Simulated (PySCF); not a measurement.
SiBr2Cl2, SMILES Cl[Si](Cl)(Br)Br.

Geometry optimised at PBE-D3(BJ)/def2-SVP.

Level of theory: PBE-D3(BJ)/def2-SVP in PySCF.

Frequencies are harmonic and unscaled.

Computed harmonic wavenumbers and intensities:
| mode | ν (cm⁻¹) | IR (km/mol) | moving atoms (share of kinetic energy) |
|---|---|---|---|
| 1 | 101 | 0.1 | Br 64 %, Cl 32 % |
| 2 | 112 | 0.0 | Cl 73 %, Br 27 % |
| 3 | 162 | 3.0 | Cl 49 %, Br 47 % |
| 4 | 170 | 2.3 | Cl 58 %, Br 36 % |
| 5 | 172 | 2.7 | Cl 61 %, Si 22 %, Br 17 % |
| 6 | 313 | 4.8 | Cl 53 %, Br 35 %, Si 12 % |
| 7 | 497 | 164.6 | Si 84 %, Br 16 % |
| 8 | 564 | 151.9 | Si 67 %, Cl 30 % |
| 9 | 603 | 144.0 | Si 66 %, Cl 34 % |
